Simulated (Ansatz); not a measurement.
Kohn–Sham single points on H4O2S2Zr (`[OH][Zr]([OH])([SH])[SH]`).

```yaml
crystal:
  periodic: [false, false, false]
  atoms:
    - {symbol: O, position_ang: [-1.112903, 0.468439, 1.588154]}
    - {symbol: Zr, position_ang: [0.056781, 0.029821, 0.154153]}
    - {symbol: O, position_ang: [1.910212, -0.066814, 0.569434]}
    - {symbol: S, position_ang: [-0.786232, -2.130195, -0.667245]}
    - {symbol: S, position_ang: [-0.068546, 1.703121, -1.644823]}
    - {symbol: H, position_ang: [-1.554690, 0.787209, 2.370376]}
    - {symbol: H, position_ang: [2.778941, -0.172808, 0.947329]}
    - {symbol: H, position_ang: [0.184457, -2.201415, -1.598251]}
    - {symbol: H, position_ang: [-1.408029, 1.582631, -1.719136]}
basis:
  gaussian: {orbitals: def2-TZVPP}
hamiltonian: {xc: lda}
output: {orbitals: {seedname: orbitals}}
```

```sh
$ ansatz run in.yaml --threads 4 --pin off --events-out ev --progress --plain --max-ram 10444MiB
```

Shortened log:

```
Functional definition: SPW92
1418 factors; their error is unknown
mean field evaluation 1: about -26996.9412 eV, gradient 9.7e1 eV
mean field evaluation 2: about -26835.5373 eV, gradient 2.8e2 eV
mean field evaluation 4: about -27010.3219 eV, gradient 3.0e1 eV
mean field evaluation 8: about -27012.6785 eV, gradient 4.0e-1 eV
mean field evaluation 16: about -27012.6695 eV, gradient 1.9e-4 eV
mean field -27012.66954568 eV, -992.6972959586 hartree, gradient 7.0e-5 eV, S^2 0.000000; 0 other end points of the search recorded, 0 dependent functions left out
reference -27012.66961550 eV, -992.6972985246 hartree; 32, 32 occupied and 226, 226 virtual orbitals, 1418 factors
Total energy: -27012.66961550 eV, -992.6972985246 hartree
```

It took 1.2 s on 4 threads of an Intel Xeon 6975P-C on a shared host, with 0.38 GiB of host memory at the peak.

With the line `hamiltonian: {xc: {name: r2SCAN0}, dispersion: d4}` (abridged; 4 s):

```
Functional definition: r2SCAN0
mean field evaluation 16: about -27115.0149 eV, gradient 3.8e-4 eV
mean field -27115.01488782 eV, -996.4584179101 hartree, gradient 3.2e-5 eV, S^2 0.000000
Total energy: -27115.09048740 eV, -996.4611961436 hartree
```

With the line `hamiltonian: {xc: {name: B2PLYP}}` (abridged; 4 s):

```
Functional definition: B2PLYP
mean field evaluation 16: about -27097.2819 eV, gradient 4.4e-4 eV
mean field -27097.28186808 eV, -995.8067414545 hartree, gradient 4.3e-6 eV, S^2 0.000000
12 core orbitals not correlated: weight in the atoms' cores, before any rotation towards them, 1.000 or more for the frozen orbitals, at most 0.000 for the correlated occupied ones
second order -39.79121501 eV of doubles, -0.00000000 eV of singles
Total energy: -27108.02570074 eV, -996.2015700225 hartree
```

Changing it to `hamiltonian: {xc: {name: LC-wPBE}}` (abridged; 2 s):

```
Functional definition: LC-wPBE
mean field evaluation 16: about -27111.4932 eV, gradient 1.9e-4 eV
mean field -27111.49322488 eV, -996.3289991841 hartree, gradient 2.7e-5 eV, S^2 0.000000
Total energy: -27111.49322489 eV, -996.3289991845 hartree
```

The same input with `hamiltonian: {xc: r2scan, dispersion: d4}` and forces (abridged; 3.4 s):

```
Functional definition: r2SCAN
mean field evaluation 16: about -27117.0908 eV, gradient 2.6e-3 eV
mean field -27117.09081906 eV, -996.5347069762 hartree, gradient 2.5e-5 eV, S^2 0.000000
Total energy: -27117.15254257 eV, -996.5369752731 hartree
Atom 0 force    -0.112152     0.015186     0.103303 eV/Å
Atom 1 force    -0.031856    -0.017116    -0.089854 eV/Å
Atom 2 force     0.153901     0.005508     0.008109 eV/Å
Atom 3 force    -0.053559    -0.112887    -0.020294 eV/Å
Atom 4 force     0.013135     0.092399    -0.083280 eV/Å
Atom 5 force    -0.012451     0.020859     0.042965 eV/Å
Atom 6 force     0.037849    -0.006698     0.028671 eV/Å
Atom 7 force     0.007893     0.009073     0.001171 eV/Å
Atom 8 force    -0.002760    -0.006324     0.009209 eV/Å
Dipole moment:     0.225869     0.112276     0.612309 e Å
```

With the line `hamiltonian: {xc: {name: B3LYP}, dispersion: d4}` and forces (abridged; 3.9 s):

```
Functional definition: B3LYP
mean field evaluation 16: about -27121.2718 eV, gradient 2.5e-4 eV
mean field -27121.27176457 eV, -996.6883538895 hartree, gradient 4.0e-5 eV, S^2 0.000000
Total energy: -27121.66957124 eV, -996.7029730151 hartree
Atom 0 force    -0.184275     0.053503     0.204424 eV/Å
Atom 1 force    -0.021492    -0.011756    -0.061777 eV/Å
Atom 2 force     0.277442    -0.007015     0.046448 eV/Å
Atom 3 force    -0.065235    -0.187593    -0.075808 eV/Å
Atom 4 force    -0.021620     0.143601    -0.153690 eV/Å
Atom 5 force    -0.017287     0.016415     0.037020 eV/Å
Atom 6 force     0.037348    -0.004918     0.019882 eV/Å
Atom 7 force    -0.007754    -0.018714    -0.003655 eV/Å
Atom 8 force     0.002873     0.016477    -0.012845 eV/Å
Dipole moment:     0.223692     0.111224     0.606479 e Å
```

B3LYP takes the VWN-RPA correlation (the form of Gaussian; ORCA's B3LYP/G).
